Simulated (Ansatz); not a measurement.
Steps of a relaxation of CH3ClFGaO, SMILES `C[O][Ga]([F])[Cl]` with RKS PBE0-D4/def2-TZVP.

```sh
$ ansatz run in.yaml --threads 4 --pin off --events-out ev --progress --plain --max-ram 10444MiB
```

```yaml
crystal:
  periodic: [false, false, false]
  atoms:
    - {symbol: C, position_ang: [-0.434440, -0.557980, 1.115720]}
    - {symbol: O, position_ang: [-0.067640, 0.628860, 0.421690]}
    - {symbol: Ga, position_ang: [0.499890, 0.761380, -1.246300]}
    - {symbol: F, position_ang: [0.564900, -0.805980, -2.066700]}
    - {symbol: Cl, position_ang: [1.033370, 2.545630, -2.141090]}
    - {symbol: H, position_ang: [0.215420, -0.659080, 1.988040]}
    - {symbol: H, position_ang: [-0.337310, -1.453610, 0.492160]}
    - {symbol: H, position_ang: [-1.474200, -0.459220, 1.436490]}
basis:
  gaussian: {orbitals: def2-TZVP}
hamiltonian: {xc: pbe0, dispersion: d4}
relax: {f_tol: 0.005, max_steps: 150}
```

Positions (Å) and forces (eV/Å) along the path, 6 of 6 steps:

```xyz
8
step=1 energy=-70739.4584 eV
C    -0.434   -0.558    1.116    0.184    0.271   -0.495
O    -0.068    0.629    0.422    0.047    0.138   -0.071
Ga    0.500    0.761   -1.246   -0.368   -1.416    0.568
F     0.565   -0.806   -2.067    0.046    0.600    0.099
Cl    1.033    2.546   -2.141    0.157    0.486   -0.292
H     0.215   -0.659    1.988   -0.061   -0.048    0.053
H    -0.337   -1.454    0.492   -0.017    0.025    0.062
H    -1.474   -0.459    1.436    0.011   -0.056    0.075
8
step=2 energy=-70739.4998 eV
C    -0.433   -0.550    1.113    0.083    0.122   -0.213
O    -0.070    0.643    0.439    0.029    0.122   -0.030
Ga    0.491    0.735   -1.225   -0.105   -0.555    0.098
F     0.574   -0.796   -2.088    0.016    0.368    0.101
Cl    1.033    2.537   -2.152    0.013    0.024   -0.036
H     0.209   -0.666    1.990   -0.016   -0.035    0.026
H    -0.334   -1.439    0.482   -0.011   -0.013    0.028
H    -1.472   -0.465    1.441   -0.010   -0.034    0.027
8
step=3 energy=-70739.5109 eV
C    -0.430   -0.540    1.107   -0.010   -0.012    0.025
O    -0.069    0.663    0.455   -0.014    0.032    0.046
Ga    0.481    0.716   -1.207    0.012   -0.017    0.007
F     0.587   -0.779   -2.096   -0.003   -0.046   -0.026
Cl    1.026    2.509   -2.154    0.012    0.058   -0.032
H     0.207   -0.678    1.985    0.004    0.000   -0.006
H    -0.334   -1.423    0.468    0.003   -0.013   -0.011
H    -1.469   -0.468    1.442   -0.005   -0.001   -0.003
8
step=4 energy=-70739.5111 eV
C    -0.430   -0.539    1.107    0.003   -0.023    0.012
O    -0.069    0.665    0.458    0.007    0.017    0.015
Ga    0.489    0.714   -1.204   -0.024    0.009   -0.029
F     0.576   -0.781   -2.097    0.011    0.000    0.007
Cl    1.026    2.511   -2.156    0.007   -0.007    0.003
H     0.204   -0.676    1.988   -0.003    0.001   -0.001
H    -0.326   -1.422    0.467   -0.003   -0.001   -0.004
H    -1.471   -0.473    1.436    0.003    0.004   -0.004
8
step=5 energy=-70739.5112 eV
C    -0.430   -0.540    1.107   -0.006   -0.016    0.001
O    -0.068    0.666    0.460    0.002    0.012   -0.001
Ga    0.483    0.715   -1.205    0.009    0.002   -0.011
F     0.586   -0.783   -2.092   -0.003    0.013    0.008
Cl    1.024    2.511   -2.158   -0.005   -0.015    0.005
H     0.207   -0.681    1.985   -0.001    0.002   -0.003
H    -0.333   -1.420    0.464    0.001    0.002    0.001
H    -1.469   -0.469    1.440    0.003    0.001    0.000
8
step=6 energy=-70739.5113 eV
C    -0.430   -0.540    1.106    0.001    0.000   -0.002
O    -0.067    0.668    0.462    0.000    0.001    0.001
Ga    0.484    0.716   -1.203    0.000    0.002    0.001
F     0.584   -0.783   -2.088    0.000    0.000    0.001
Cl    1.024    2.509   -2.160    0.000   -0.001    0.000
H     0.206   -0.682    1.984    0.001    0.000   -0.001
H    -0.332   -1.419    0.461   -0.001   -0.001    0.002
H    -1.469   -0.470    1.439   -0.001    0.000   -0.001
```

It took 29 s on 4 threads of an Arm Neoverse V1 on a shared host, with 0.58 GiB of host memory at the peak.
